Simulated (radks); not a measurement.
Q: Ionisation ladder of iodine, from I XXXII to I XXXIV. Each ion is in the ground configuration listed by NIST, and IE = E(next ion) - E(this ion). Method: scalar-relativistic Kohn-Sham, PBE, spin-polarised, spherical densities, finite nucleus; open shells are filled with parallel spins first (spin-orbit coupling, left out, can overturn this in heavy ions); Fermi nuclear charge, rms radius 4.75 fm; computed with a radial shooting solver on a logarithmic mesh with Libxc functionals.

species   configuration  IE, Delta-SCF (eV)  -e(HOMO) (eV)   HOMO  <r> HOMO (bohr)
I XXXII        [Ar] 3d4                   ?         1868.3  3d up            0.259
I XXXIII       [Ar] 3d3              1997.5         1954.5  3d up            0.256
I XXXIV        [Ar] 3d2              2085.3         2041.8  3d up            0.253

Estimate the withheld Delta-SCF values.

A: I XXXII: 1910.7 eV (NIST 1911).
